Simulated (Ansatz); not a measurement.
One change: `FC[SiH2]CF` becomes `N[SiH2]CF`.

Ansatz, PBE0-D4/def2-TZVP geometries, multiplicity 1. Each molecule was computed in one conformer, which needn't be the lowest.

| property | `FC[SiH2]CF` |
| --- | --- |
| HOMO–LUMO gap (ωB97M-V/def2-TZVPP) / eV | 12.92 |
| HOMO–LUMO gap (B3LYP/def2-TZVPP) / eV | 8.63 |
| HOMO energy (PBE/def2-TZVPP) / eV | -7.06 |
| LUMO energy (PBE0/def2-TZVPP) / eV | 0.53 |
| HOMO energy (PBE0/def2-TZVPP) / eV | -8.57 |
| LUMO energy (B3LYP/def2-TZVPP) / eV | 0.26 |

Q: What does the change do to each property? (An estimate is asked.)

A: Ansatz gave: 
```csv
property,`N[SiH2]CF`,shift
HOMO–LUMO gap (ωB97M-V/def2-TZVPP) / eV,11.76,-1.16
HOMO–LUMO gap (B3LYP/def2-TZVPP) / eV,7.34,-1.29
HOMO energy (PBE/def2-TZVPP) / eV,-6.05,1.01
LUMO energy (PBE0/def2-TZVPP) / eV,0.36,-0.17
HOMO energy (PBE0/def2-TZVPP) / eV,-7.48,1.09
LUMO energy (B3LYP/def2-TZVPP) / eV,0.08,-0.18
```

With PBE0 the HOMO rises by 1.09 eV and the LUMO falls by 0.17 eV, so the gap narrows by about 1.26 eV. PBE moves the HOMO by 1.01 eV and ωB97M-V by 1.04 eV.

B3LYP here is the variant with VWN-RPA as its local correlation; programs differ in this.
